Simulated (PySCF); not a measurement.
[SbCl6]- (charge -1).
Bonds: Sb1–Cl2, Sb1–Cl3, Sb1–Cl4, Sb1–Cl5, Sb1–Cl6, Sb1–Cl7.

Computed by this run: PBE0-D3(BJ)/def2-SVP geometry optimisation, gas phase, def2 core potentials past Kr in PySCF 2.14.0; density fitting, grid level 1; the optimiser is geomeTRIC in internal coordinates, started from a GFN2-xTB structure with every atom displaced at random (about 0.03 Å).

Step 0: E = -81632.9959 eV
```
atom  x, y, z in Å  |  force x, y, z in eV/Å
Sb1     0.0620   -0.0798    0.0136   -0.698   1.883  -0.654
Cl2    -0.0389   -0.0232    2.4139    0.144  -0.086  -0.158
Cl3    -0.0391    0.0069   -2.4446    0.246  -0.121   0.648
Cl4     2.5191    0.0168    0.0102   -0.782  -0.118   0.007
Cl5    -2.4280   -0.0257   -0.0536    0.825  -0.121   0.112
Cl6    -0.0192    2.4307    0.0033    0.154  -0.980   0.036
Cl7     0.0360   -2.4278   -0.0113    0.113  -0.457   0.008
```

Step 1: E = -81633.1805 eV
```
atom  x, y, z in Å  |  force x, y, z in eV/Å
Sb1     0.0324   -0.0403    0.0019   -0.396   0.399  -0.176
Cl2    -0.0295   -0.0131    2.3890    0.072  -0.082   0.137
Cl3    -0.0063    0.0153   -2.3913    0.107  -0.101  -0.135
Cl4     2.4101    0.0355   -0.0102    0.239  -0.125   0.047
Cl5    -2.3680   -0.0341   -0.0500   -0.068  -0.058   0.079
Cl6     0.0137    2.3591    0.0041   -0.016   0.106   0.035
Cl7     0.0394   -2.4245   -0.0120    0.060  -0.140   0.013
```

Problem. Estimate the geometry and energy of step 2. (The exact step hangs on the optimiser's Hessian estimate; all steps are aligned on step 1, rigid shifts and turns removed.)

Solution. E = -81633.1858 eV, largest force 0.166 eV/Å
```
atom  x, y, z in Å  |  force x, y, z in eV/Å
Sb1     0.0210   -0.0155   -0.0071   -0.126   0.016  -0.044
Cl2    -0.0026   -0.0187    2.3907    0.001  -0.009   0.023
Cl3     0.0066    0.0084   -2.4067    0.076  -0.024  -0.018
Cl4     2.4141   -0.0417    0.0041    0.073   0.149  -0.009
Cl5    -2.3769   -0.0041   -0.0493   -0.057  -0.131   0.062
Cl6    -0.0517    2.3826    0.0083    0.155   0.029   0.003
Cl7     0.0815   -2.4132   -0.0086   -0.123  -0.031  -0.016
```

The energy changes by -0.0053 eV. The first-order estimate −F·Δx gives -0.0376 eV and the mean of the old and new forces, exact on a quadratic surface, -0.0058 eV. The step makes an angle of 66° with the force vector and moves no atom by more than 0.079 Å.

The cost below is that of the whole optimisation. Time: 54 s wall; peak memory 0.61 GiB. Hardware: Intel Xeon 6975P-C, one thread, no GPU, shared host.
